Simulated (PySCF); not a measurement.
Delta-SCF ions had no search for a lower state. Excitations are Tamm–Dancoff values on a coarser integration grid. The basis has no diffuse functions, so Rydberg states are missing or too high.

# C2H3NSi, SMILES `C([SiH]=C)#N` (charge 0, multiplicity 1)

Computed with PySCF 2.14.0 with PBE-D3(BJ)/def2-TZVP // B3LYP-D3(BJ)/def2-TZVP.

- HOMO = -6.34 eV
- dipole moment = 3.12 D
- HOMO–LUMO gap = 3.21 eV
- LUMO = -3.12 eV
- S1 excitation (TDA) = 4.63 eV
- S1 oscillator strength = 0.001
- brightest of the four lowest singlets (TDA) = 5.08 eV
- T1 excitation (TDA) = 2.43 eV
- S1–T1 gap (TDA) = 2.20 eV
- vertical ionisation energy (Delta-SCF) = 9.37 eV
- total energy = -11481.70 eV
- cost = very roughly 80 core-seconds

```xyz
7

C     -1.2783    -0.4430    -0.0468
Si     0.0724     0.5819    -0.0670
C      1.7526    -0.0979     0.1524
N      2.8210    -0.5111     0.2893
H     -1.1867    -1.5114     0.0941
H     -2.2829    -0.0625    -0.1748
H      0.0741     2.0355    -0.2486
```
Charge 0, spin multiplicity 1.
